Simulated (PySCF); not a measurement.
**State search for CsLi**

Unrestricted PBE0; basis Cs def2-SVPD with ECP46, Li def2-SVPD; scalar-relativistic core potentials; PySCF 2.14. Outer shells of the fragments: Cs 6s1; Li 2s1.

Followed along the bond (rough minima from three points):

```json
{"2Ms+1": "1", "unpaired": "none", "⟨S²⟩ at the start": "0.00", "R at minimum (Å)": "3.79", "Te (eV)": "0.00"}
{"2Ms+1": "3", "unpaired": "σ ↑, π ↑", "⟨S²⟩ at the start": "2.00", "R at minimum (Å)": "3.60", "Te (eV)": "1.04"}
{"2Ms+1": "1", "unpaired": "σ ↑, π ↓", "⟨S²⟩ at the start": "1.00", "R at minimum (Å)": "3.76", "Te (eV)": "1.43"}
{"2Ms+1": "3", "unpaired": "σ ↑↑", "⟨S²⟩ at the start": "2.00", "R at minimum (Å)": "none in the scan", "Te (eV)": "≤ 0.55"}
```

Solutions found at the starting distance of 3.490 Å, counted from the lowest of them; the search is not exhaustive and high or unbound solutions are not listed, so other states can lie among these:

```tsv
2Ms+1	unpaired	term	E (eV)	⟨S²⟩	⟨Lz²⟩	μ (D)
1	none	¹Σ⁺	0.00	0.00	0.00	-4.48
3	σ ↑↑	³Σ⁺	0.79	2.00	0.00	-1.39
3	σ ↑, π ↑	³Π	1.01	2.00	1.00	-6.79
1	σ ↑, π ↓	mixed	1.42	1.00	1.00	-5.89
3	σ ↑, δ ↑	³Δ	2.45	2.00	4.00	2.26
```

A term symbol is given only where ⟨S²⟩ and ⟨Lz²⟩ are close to those of a pure state; real π, δ and φ orbitals otherwise mix terms. A positive dipole means Cs(−)Li(+).

Spin–orbit coupling is left out. Counting both spins, an empty level lies below a filled one in some of these solutions, because spin and occupation are held.
